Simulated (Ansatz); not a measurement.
A structure relaxed at PBE0-D4/def2-TZVP, charge 0, multiplicity 1:

```json
{"atom": "Si1", "x (Å)": "-0.790", "y (Å)": "1.073", "z (Å)": "0.261"}
{"atom": "C2", "x (Å)": "-0.175", "y (Å)": "-0.681", "z (Å)": "-0.167"}
{"atom": "Br3", "x (Å)": "-0.746", "y (Å)": "-1.842", "z (Å)": "1.301"}
{"atom": "C4", "x (Å)": "1.289", "y (Å)": "-0.693", "z (Å)": "-0.313"}
{"atom": "S5", "x (Å)": "2.054", "y (Å)": "-0.620", "z (Å)": "-1.729"}
{"atom": "H6", "x (Å)": "-0.094", "y (Å)": "1.517", "z (Å)": "1.492"}
{"atom": "H7", "x (Å)": "-2.255", "y (Å)": "1.007", "z (Å)": "0.473"}
{"atom": "H8", "x (Å)": "-0.459", "y (Å)": "1.971", "z (Å)": "-0.874"}
{"atom": "H9", "x (Å)": "-0.670", "y (Å)": "-1.035", "z (Å)": "-1.071"}
{"atom": "H10", "x (Å)": "1.847", "y (Å)": "-0.697", "z (Å)": "0.626"}
```

**Question.** Give its formula and SMILES.

**Answer.** C2H5BrSSi, `[SiH3]C(Br)C=S`.

**Question.** Summarise the bond lengths by kind.

**Answer.** 1 × C–Si 1.908 Å; 3 × H–Si 1.482 to 1.484 Å; 1 × Br–C 1.957 Å; 1 × C–C 1.472 Å; 2 × C–H 1.090 to 1.092 Å; 1 × C–S 1.611 Å.

Computed with Ansatz.
